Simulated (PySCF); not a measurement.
**Computed data sheet: `C=C/[C]=C/N([SiH3])[SiH3]` [radical]**

Compound: C4H10NSi2 (doublet state).
Numbering: `[CH2:1]=[CH:2]/[C:3]=[CH:4]/[N:5]([SiH3:6])[SiH3:7]` (hydrogens: H8, H9 on C1; H10 on C2; H11 on C4; H12, H13, H14 on Si6; H15, H16, H17 on Si7)

GFN2-xTB geometry:

- Point group of the GFN2-xTB geometry: C1
- Rotational constants A, B, C of the GFN2-xTB geometry: 3.407, 0.915, 0.762 GHz

**UKS B3LYP, pcH-1 on C H N Si, non-relativistic, mean-field spin-orbit, GIAO (PySCF)**

- Isotropic g value: 2.00253
- Principal g values: 2.00223, 2.00253, 2.00283
- Spin squared ⟨S²⟩: 0.777
- Largest Mulliken spin population: 0.69 on C1
- Largest isotropic hyperfine couplings (means over sets of like nuclei): 1H +89.8 (H11), 13C +59.3 (C1), 13C +53.7 (C3), 13C -50.2 (C2), 1H -42.3 (H8) MHz

Monoisotopic mass (most abundant isotopes): 128.0352 u.

⟨S²⟩ is 0.027 above the pure-spin value S(S + 1) = 0.75. The rotational constants make it an asymmetric top with κ = (2B − A − C)/(A − C) = -0.88, nearer the prolate limit (−1). At 9.50 GHz, hν = g·μB·B₀ (B₀ the magnetic field) puts the centre of the isotropic spectrum, to first order, at 338.9 mT. With B = h/(8π²I), that is 505.379 GHz u Å² over I, the principal moments of inertia are 148.3, 552.0 and 663.2 u Å² (most abundant isotopes). g_iso is shifted by about +210 ppm from the free-electron value 2.002319; the principal values span 0.0006.

The structure is a single GFN2-xTB conformer in the gas phase; no vibrational or solvent corrections. Hyperfine couplings depend on the geometry, which wasn't re-optimised at a DFT level. Couplings of like nuclei are plain means over topologically equivalent atoms, as if these changed places fast (by rotation of a methyl-like group, say); in this geometry the members of some sets differ.

The values belong to the conformer `[CH2:1]=[CH:2]/[C:3]=[CH:4]/[N:5]([SiH3:6])[SiH3:7]`: C3–C4–N5–Si6 177°.
